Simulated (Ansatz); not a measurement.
**Two structures, one formula**

The two ends of one reaction step of SiNH₇F₂, closed shell (PBE0-D4/def2-TZVP).

A:

Si1  (-0.389, -1.226, 0.514)
H2  (1.056, -0.909, 0.876)
H3  (-0.286, -2.066, -0.701)
H4  (-0.893, -1.983, 1.684)
N5  (-1.373, 0.130, 0.236)
H6  (0.933, 1.607, -1.303)
F7  (0.169, 1.743, -1.828)
H8  (1.718, 0.299, 0.268)
F9  (2.069, 1.049, -0.185)
H10  (-1.788, 0.631, 1.004)
H11  (-1.216, 0.726, -0.565)
(Å)

B:

```tsv
atom	x (Å)	y (Å)	z (Å)
Si1	-0.8246	-0.9247	-0.7517
H2	1.5484	0.3007	2.3855
H3	-2.0235	-1.2843	-1.5351
H4	-0.0748	-2.0712	-0.2022
N5	-1.2579	0.1307	0.4914
H6	1.3738	0.8759	-1.2162
F7	0.1951	-0.2552	-1.8338
H8	1.7277	0.6251	1.7352
F9	1.9160	1.3971	-0.6668
H10	-0.6089	0.3758	1.2222
H11	-1.9716	0.8302	0.3717
```

Computed with Ansatz 0.2.0 (basis: def2-TZVPP); correlated methods freeze the cores. B3LYP uses VWN-RPA correlation.

Q: Which structure is lower at CCSD(T), and by how much? (Judge from chemistry; the value comes from the calculation.)

A: By the calculation: B, by 28.25 kcal/mol (electronic energy, against the other). By their contacts, A is a complex of SiNH₅ ([NH2][SiH3]) + HF + HF and B is a complex of SiNH₄F ([NH2][SiH2][F]) + HF + H₂.

All methods give the same order:

```
      method  E(B) − E(A) (kcal/mol)
       SPW92                  -21.37
      PBE-D4                  -24.72
     BLYP-D4                  -27.60
   r2SCAN-D4                  -28.08
      B97M-V                  -27.88
     PBE0-D4                  -25.49
    B3LYP-D4                  -27.92
  r2SCAN0-D4                  -27.98
    BHLYP-D4                  -29.09
CAM-B3LYP-D4                  -28.27
     wB97X-V                  -28.22
     wB97M-V                  -28.52
      B2PLYP                  -28.77
    PBE-QIDH                  -27.38
  RPA on PBE                  -28.42
          HF                  -31.93
         MP2                  -29.29
        CCSD                  -28.55
     CCSD(T)                  -28.25
```

The T1 diagnostic stays at or below 0.011.

Labels in which every atom is bracketed show which atoms are joined, not bond orders.

For scale, one of the runs: CCSD(T)/def2-TZVPP, 233 basis functions, launched by `ansatz run in.yaml --threads 4 --pin off --events-out ev --progress --plain --max-ram 9574MiB`. Hardware: 4 CPU threads of an Intel Xeon, shared host. Wall time 2.2 min; peak host memory 4.3 GiB.
